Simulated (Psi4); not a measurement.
Input for Psi4:
```
memory 2 GB

molecule mol {
0 1
  Si   -0.205288   -0.062199    0.510827
  C     1.312074   -1.087427    0.993330
  N    -1.352620   -1.139226   -0.183274
  Cl    0.236376    1.251754   -0.961794
  H    -0.680110    0.736198    1.647363
  H     1.071898   -1.796243    1.779520
  H     1.695619   -1.650019    0.146824
  H     2.114700   -0.454059    1.358857
  H    -1.629717   -1.968610    0.313647
  H    -2.120857   -0.777160   -0.724349
}

set basis cc-pvdz
set reference rhf
set freeze_core true

energy('fno-ccsd(t)')
print_variables()
```

### Question
Give the number of basis functions at the level FNO-CCSD(T)/cc-pVDZ (Psi4).

### Answer
94

### Question
Predict the total energy from FNO-CCSD(T)/cc-pVDZ.

### Answer
-844.9545 Eh

### Question
Give the nuclear repulsion energy at the level FNO-CCSD(T)/cc-pVDZ.

### Answer
223.9562 Eh

### Question
Roughly what does it cost on one core?

### Answer
roughly 29 core-seconds.
